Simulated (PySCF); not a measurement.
Species: SnIH3.
Cartesian coordinates in Å at the PBE0-D3(BJ)/def2-SVP level; atoms count from 1:
```
atom  x, y, z in Å
Sn1   -0.0017    0.0027   -0.2427
I2     0.0167   -0.0263    2.4575
H3     1.6286    0.0127   -0.7495
H4    -0.8259    1.4204   -0.7178
H5    -0.8178   -1.4094   -0.7474
```

Level of theory: PBE0-D3(BJ)/def2-SVP geometry optimisation, gas phase, def2 core potentials past Kr in PySCF.

Masses are those of the commonest isotopes; rigid-rotor values at the optimised geometry. 

**Question.** What are A, B and C (MHz)?

**Answer.** Ia = 8.07, Ib = 464.23, Ic = 464.23 u·Å²; 505379 MHz·u·Å²/I gives A = 62622, B = 1089, C = 1089 MHz.

**Question.** What kind of rotor is it?

**Answer.** A prolate symmetric top, as the point group C3v requires two equal moments; Ray's κ = -1.000.

**Question.** Where do the R-branch lines fall?

**Answer.** The dipole of 2.18 D lies along the symmetry axis, so ΔK = 0 and J+1 ← J falls at 2B(J+1) for every K: 2.18 GHz, 4.35 GHz, 6.53 GHz, 8.71 GHz, 10.89 GHz for J = 0 to 4.

Atoms past krypton carry def2 core potentials. No PBE0-D3(BJ)/def2-SVP frequencies stand behind this structure, so it isn't proved a minimum. Zero-point vibration and centrifugal distortion are left out.
